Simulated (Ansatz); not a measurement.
C2H8ClFO4W, SMILES `C[O][W]([OH])([OH])([F])([Cl])[O]C`. The species carries charge 0 and has multiplicity 1. Correlated methods include outer-core shells of W, which these sets cover unevenly. W takes the def2 core potential.

```xyz
17

C    -2.0551   -1.9802    0.4048
O    -1.0450   -1.1597   -0.0978
W    -0.1023    0.3855    0.2120
O     0.3735   -0.4277    1.8626
O     0.5984    2.0187    0.8765
F    -0.5788    1.1584   -1.4529
Cl   -2.1718    1.2742    0.9996
O     1.4970    0.0022   -0.6320
C     2.2368    0.5373   -1.6956
H    -1.7277   -2.4086    1.3563
H    -2.9573   -1.3834    0.5662
H    -2.2551   -2.7763   -0.3144
H     0.8772    0.0794    2.5040
H     0.0219    2.6538    1.3087
H     2.8912   -0.2402   -2.0935
H     1.5568    0.8937   -2.4741
H     2.8401    1.3730   -1.3304
```

Give the diagnostics of a CCSD(T)/def2-TZVPP run (frozen core, Ansatz). (An estimate is asked.)

The calculation gave: T1 = 0.0210, largest single amplitude 0.054, largest double 0.023, (T) share of the correlation energy 4.5 %, 14 CCSD cycles. The RHF solution is stable towards an unrestricted one. T1 lies over the customary mark of 0.02 for closed shells; compounds of d metals often pass it without a breakdown.
